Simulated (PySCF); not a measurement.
Isomers of C8H12, from PBE0-D3(BJ)/def2-SVP geometry optimisation, gas phase (PySCF 2.14.0). One conformer each, no zero-point energy, no frequencies.

Task: Which is lowest in electronic energy at this level?
A. `[CH2:1]=[CH:2]/[CH:3]=[CH:4]\[C:5](=[CH2:6])[CH2:7][CH3:8]` with C1–C2–C3–C4 180°, C3–C4–C5–C6 173°, C4–C5–C7–C8 -71°: A = 3235, B = 1278, C = 984.0 MHz, dipole 0.34 D
B. `[CH3:1][C:2]#[C:3][CH2:4][CH:5]1[CH2:6][CH2:7][CH2:8]1` with C3–C4–C5–C6 66°, C4–C5–C6–C7 141°, C5–C6–C7–C8 -19°, C6–C7–C8–C5 19°, C4–C5–C8–C7 -142°: A = 5827, B = 862.4, C = 784.7 MHz, dipole 0.20 D
C. `[CH3:1][C@@H:2]1[CH2:3][C@@H:4]1[C@H:5]1[CH:6]=[CH:7][CH2:8]1` with C3–C4–C5–C6 96°: A = 4398, B = 1334, C = 1141 MHz, dipole 0.28 D

Result: A. That is `C=C/C=C\C(=C)CC`, 10.0 kcal/mol below the next.

| SMILES | mapped SMILES | E (Eh) | relative (kcal/mol) | relative (kJ/mol) | dipole (D) |
| --- | --- | --- | --- | --- | --- |
| C=C/C=C\C(=C)CC | [CH2:1]=[CH:2]/[CH:3]=[CH:4]\[C:5](=[CH2:6])[CH2:7][CH3:8] | -311.42337 | 0.0 | 0.0 | 0.34 |
| C[C@@H]1C[C@@H]1[C@H]1C=CC1 | [CH3:1][C@@H:2]1[CH2:3][C@@H:4]1[C@H:5]1[CH:6]=[CH:7][CH2:8]1 | -311.40736 | 10.0 | 42.0 | 0.28 |
| CC#CCC1CCC1 | [CH3:1][C:2]#[C:3][CH2:4][CH:5]1[CH2:6][CH2:7][CH2:8]1 | -311.40230 | 13.2 | 55.3 | 0.20 |

As drawn, the lowest has a C=C bond outside aromatic rings, which the highest lacks; the highest has a four-membered ring and a C≡C bond, which the lowest lacks.
